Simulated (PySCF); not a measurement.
Radial density of Co (cobalt, neutral)

UHF, [Ar] 3d7 4s2, high-spin 4F determinant. All numbers are calculated (PySCF 2.14, no relativity, point nucleus, in aug-cc-pV5Z).

| r (bohr) | 4πr²ρ (e/bohr) | 4πr²(ρα − ρβ) |
| --- | --- | --- |
| 0.000808 | 0.1051 | 0.0000 |
| 0.00136 | 0.2885 | 0.0000 |
| 0.00229 | 0.7765 | 0.0000 |
| 0.00385 | 2.020 | 0.0000 |
| 0.00647 | 4.960 | 0.0001 |
| 0.0109 | 11.07 | 0.0002 |
| 0.0183 | 21.04 | 0.0003 |
| 0.0308 | 30.80 | 0.0003 |
| 0.0518 | 30.83 | -0.0001 |
| 0.0871 | 25.38 | 0.0074 |
| 0.147 | 34.06 | 0.0974 |
| 0.246 | 30.04 | 0.6194 |
| 0.415 | 14.33 | 2.0681 |
| 0.697 | 18.56 | 3.0473 |
| 1.17 | 7.964 | 1.6775 |
| 1.97 | 1.679 | 0.3611 |
| 3.32 | 0.6354 | 0.0058 |
| 5.58 | 0.1011 | -0.0133 |
| 9.39 | 0.001738 | -0.0005 |

(1) Where is the radial spin density 4πr²(ρα − ρβ) most negative, and why is it negative at all?

Results:

(1) Around r = 5.58 bohr, down to -0.0133 e/bohr: exchange with the open shell polarises the paired shells in an unrestricted calculation.
